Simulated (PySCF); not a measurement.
# Computed properties of B(Me)2(NHMe) (C3H10BN), SMILES CNB(C)C

B(Me)2(NHMe) (C3H10BN), SMILES CNB(C)C. Geometry: B3LYP-D3(BJ)/def2-SVP. Other conformers were not sampled. All values are computed for the isolated molecule unless a solvent is named; none is compared with measurement here.

**Structure.** All 39 harmonic modes at B3LYP-D3(BJ)/def2-SVP (PySCF) are real, so it is a minimum. With heavy atoms numbered as in [B:1]([CH3:2])([CH3:6])[NH:10][CH3:11], the shortest bond between them is B1–N10 at 1.405 Å and the longest B1–C6 at 1.591 Å.

**Vibrations.** The strongest infrared lines (harmonic, unscaled, degenerate partners summed) lie at 1557 cm⁻¹ (146 km/mol, H 40 %, N 35 %, B 24 %), 1360 cm⁻¹ (93 km/mol, H 53 %, B 28 %, C 17 %), 3001 cm⁻¹ (77 km/mol, H 97 %). The softest mode is at 26 cm⁻¹ and the zero-point energy is 83.0 kcal/mol.

**Electronic structure.** M06-2X/def2-TZVP (PySCF) places the frontier levels at -8.67 and 1.35 eV, a gap of 10.02 eV, and gives a dipole moment of 1.35 D and a mean polarisability of 59.9 bohr³. PBE/def2-TZVP (PySCF) at the same geometry gives -6.02 and 0.12 eV, so its gap is 3.88 eV narrower. An orbital gap is neither the optical nor the fundamental gap.

**Excitations.** TDA-CAM-B3LYP/def2-SVPD (PySCF) has S1 at 6.63 eV (187 nm, f = 0.000, dark); the most intense of the 10 singlets computed lies at 8.08 eV (f = 0.38). T1 (TDA) is at 6.22 eV, 0.41 eV under S1. TDA-PBE/def2-SVPD (PySCF) puts S1 at 5.85 eV. No vertical singlet excitation falls in the visible range (under 3.1 eV).

**NMR.** GIAO shifts at PBE0/pcSseg-1 (PySCF) (non-relativistic, atoms alike by connectivity averaged): ¹³C from 7.4 to 34.5 ppm against TMS; ¹H from 0.6 to 3.8 ppm against TMS; ¹¹B at 32.5 ppm against BF3.
